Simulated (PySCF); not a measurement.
PySCF 2.14 output of an unrestricted PBE0 calculation on a single atom or ion in def2-TZVPPD with the def2 core potential (46 electrons) (6s4p3d1f, 40 functions), with a scalar-relativistic core potential:

```
SCF conv_tol = 1e-09
number electrons alpha = 6  beta = 4
    C. Adamo and V. Barone.,  J. Chem. Phys. 110, 6158 (1999)
    M. Ernzerhof and G. E. Scuseria.,  J. Chem. Phys. 110, 5029 (1999)
cycle= 1 E= -25.3074214635374  delta_E= -0.00236  |g|= 0.00596  |ddm|= 0.439
cycle= 2 E= -25.3074838283067  delta_E= -6.24e-05  |g|= 0.000731  |ddm|= 0.0773
cycle= 3 E= -25.3074864967604  delta_E= -2.67e-06  |g|= 0.00015  |ddm|= 0.0175
cycle= 4 E= -25.3074866370137  delta_E= -1.4e-07  |g|= 1.03e-05  |ddm|= 0.00492
cycle= 5 E= -25.307486637231  delta_E= -2.17e-10  |g|= 1.43e-06  |ddm|= 0.000168
converged SCF energy = -25.307486637231  <S^2> = 2.0000049  2S+1 = 3.0000032
```

The run itself started from symmetry-adapted Hartree-Fock orbitals and held the occupation by maximum overlap, on a logarithmic radial grid, so the iterations belong to that start.

Task: Which element, charge and spin multiplicity is this?

Result: Ba (barium, neutral), multiplicity 3; the state was [Xe] 6p2, high-spin 3P determinant (an excited configuration).

Energies and moments cover only the electrons outside the core potential. Spin-orbit coupling, absent here, splits the open shell strongly.
